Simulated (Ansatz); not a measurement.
Isolated molecules relaxed with PBE0-D4/def2-TZVP in Ansatz; ΔE leaves out vibrations. CBS: MP2 limit from def2 TZ/QZ plus the TZ coupled-cluster correction, frozen cores. Functionals use def2-TZVPP. B3LYP here is the variant with VWN-RPA as its local correlation; programs differ in this. For Ge outer-core shells are correlated without core-valence functions, which leaves a few kJ/mol of doubt a bond. Scalar relativity is left out up to krypton. One conformer a species, not always the lowest.

Reaction (isomerisation): `[OH][GeH2][SiH2][SiH3]` → `O[SiH2][SiH2][GeH3]`

`[OH][GeH2][SiH2][SiH3]`:

```xyz
12

O    -0.251   -2.229    1.120
Ge   -1.084   -1.464   -0.269
Si   -0.814    0.908   -0.131
Si    1.469    1.388    0.006
H     0.691   -2.050    1.129
H    -2.538   -1.934   -0.120
H    -0.488   -2.012   -1.586
H    -1.519    1.418    1.077
H    -1.401    1.556   -1.337
H     2.141    0.974   -1.256
H     2.068    0.611    1.127
H     1.726    2.833    0.239
```

`O[SiH2][SiH2][GeH3]`:

Z-matrix (Å, degrees):
```
Si
Si 1 2.335
O 1 1.654 2 105.8
H 1 1.493 2 109.8 3 -120.1
H 1 1.492 2 112.2 3 121.3
Ge 2 2.380 1 109.7 3 49.3
H 2 1.489 1 110.8 3 -71.9
H 2 1.490 1 108.8 3 169.3
H 3 0.958 1 117.8 2 179.2
H 6 1.538 2 110.0 1 54.3
H 6 1.539 2 111.0 1 174.1
H 6 1.536 2 110.4 1 -65.5
```

| level | ΔE (kcal/mol) | difference from CCSD(T)/CBS |
| --- | --- | --- |
| PBE-D4 | -13.6 | 1.7 |
| PBE0-D4 | -14.6 | 0.7 |
| B3LYP-D4 | -14.9 | 0.4 |
| ωB97M-V | -15.3 | 0.0 |
| B2PLYP | -14.9 | 0.4 |
| r2SCAN | -14.8 | 0.5 |
| PBE0 | -14.7 | 0.6 |
| B3LYP | -14.9 | 0.4 |
| HF/def2-TZVPP | -15.9 | -0.6 |
| MP2/def2-TZVPP | -15.0 | 0.3 |
| SCS-MP2/def2-TZVPP | -14.6 | 0.7 |
| CCSD/def2-TZVPP | -15.0 | 0.3 |
| CCSD(T)/def2-TZVPP | -14.6 | 0.7 |
| MP2/def2-QZVPP | -15.4 | -0.1 |
| MP2/CBS(def2) | -15.7 | -0.4 |
| CCSD/CBS(def2) | -15.8 | -0.5 |
| CCSD(T)/CBS | -15.3 | 0 |

Largest T1 diagnostic among the species: 0.013.

In def2-TZVPP, CCSD(T) changes the Hartree–Fock value by +1.4 kcal/mol (the triples alone add +0.4 kcal/mol) and MP2 by +0.9 kcal/mol. From PBE to PBE0 (25 % exact exchange), in def2-TZVPP and without D4, ΔE moves by −1.1 kcal/mol.
